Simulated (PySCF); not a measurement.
**Simulated absorption spectrum**

InCl2(tBu), C4H9Cl2In.
Geometry (PBE0-D3(BJ)/def2-SVP, Å), atoms numbered from 1 in this order:
```xyz
16
C4H9Cl2In angstrom
In     1.0562    1.7456    0.0179
Cl     3.3953    1.9261    0.2311
Cl     0.0600    3.8798   -0.1014
C     -0.0709   -0.1366   -0.0083
C     -0.8487   -0.1985    1.3024
C      0.9157   -1.2919   -0.1190
C     -1.0184   -0.1004   -1.2018
H     -1.4490   -1.1279    1.3291
H     -0.1871   -0.2179    2.1831
H     -1.5501    0.6431    1.4145
H      1.6246   -1.3211    0.7225
H      1.5012   -1.2554   -1.0505
H      0.3604   -2.2490   -0.1173
H     -0.4808   -0.0583   -2.1622
H     -1.7141    0.7520   -1.1609
H     -1.6286   -1.0235   -1.2127
```

Method: TDDFT wB97X-D/def2-SVPD, vertical, gas phase, core orbitals frozen in the response, def2 core potentials past Kr (PySCF). Spin–orbit coupling is left out.

Each state is given a Gaussian of 0.5 eV full width at half maximum, with ε(max) = 2.175×10⁸ f / Δν̃ (Δν̃ the width in cm⁻¹). The width is an assumption, not a result. The curve ends short of the highest state used, and states not computed would add to its high-energy end.

(λ (nm), ε (L mol⁻¹ cm⁻¹)): (197.6, 3917), (200.5, 3847), (203.3, 3502), (206.2, 3229), (209.1, 3503), (212.0, 4740), (214.9, 7200), (217.7, 10696), (220.6, 15003), (223.5, 19099), (226.4, 21941), (229.2, 22795), (232.1, 21587), (235.0, 18701), (237.9, 14933), (240.8, 11076), (243.6, 7797), (246.5, 5119), (249.4, 3194), (252.3, 1908), (255.1, 1120), (258.0, 625), (260.9, 339), (263.8, 179), (266.7, 92), (269.5, 48), (272.4, 23), (275.3, 11), (278.2, 5), (281.0, 2)

Question: Where are the band maxima, and which computed states make them?

Answer: 229 nm (5.41 eV), ε about 23000, made up of S2 (96%); 199 nm (6.24 eV), ε about 3900, made up of S6 (52%) and S7 (37%) (ε in L mol⁻¹ cm⁻¹; maxima over ε = 5, shares over 10%). The states used: S1 5.16 eV (f 0.021); S2 5.42 eV (f 0.407); S3 5.78 eV (f 0.025); S4 5.88 eV (f 0.0005); S5 6.12 eV (f 0.0003); S6 6.23 eV (f 0.038); S7 6.25 eV (f 0.027); S8 6.43 eV (f 0.0049); S9 6.62 eV (f 0.0046); S10 6.87 eV (f 0.091).

Question: What would ε be at 5.41 eV, the highest of these maxima, with half the width (0.25 eV)?

Answer: About 44000 L mol⁻¹ cm⁻¹ against 22800, a factor of about 1.9; a lone state at its own centre would give exactly 2.

Question: On this curve, what absorbance would a 10⁻³ mol/L sample give at 222 nm over a 1 cm path?

Answer: 222 nm is 5.585 eV, where ε is about 17000 L mol⁻¹ cm⁻¹, so A = ε c l ≈ 17 (Beer–Lambert, with the gas-phase spectrum and the assumed width).

Question: Coming from long wavelengths, where does ε first pass 100 L mol⁻¹ cm⁻¹?

Answer: At about 266 nm (4.66 eV), 0.51 eV below S1.

The vertical ionisation energy (ΔSCF) is 9.50 eV, 2.63 eV above S10.

On one thread of an Arm Neoverse V1, no GPU, shared host with 32 logical CPUs at a one-minute load of 24, this took 3.7 min wall (grids of density and orbitals included) and 1.4 GiB of memory at its peak.
